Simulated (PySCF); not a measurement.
BI2, SMILES I[B]I (connectivity only; charge and spin as stated), charge +1, multiplicity 1. Geometry optimised at B3LYP-D3(BJ)/def2-TZVP. The multiplicity is an assumed one; other spin states were not compared. The isomer is the one that the SMILES or the coordinates give; other isomers of the formula were not compared. The def2 effective core potentials stand for the cores of I; spin–orbit coupling is left out.

Calculation: B3LYP-D3(BJ)/def2-TZVP run with PySCF.

Harmonic wavenumbers (cm⁻¹): 228, 230, 230, 1088. Rotational constants (GHz): 0.5108 (linear); symmetry number 2.

Problem. Work out the zero-point energy and the ideal-gas rigid-rotor harmonic-oscillator thermochemistry at 298.15 K and 1 atm.

Solution. ZPE = ½ Σ hcν = ½ × 1774 cm⁻¹ = 10.61 kJ/mol. H − E(el) = 23.43 kJ/mol. Entropy in J/(mol K): translation 178.32, rotation 80.76, vibration 23.96, total 283.03. G − E(el) = -60.96 kJ/mol. Cp = 52.87 J/(mol K).
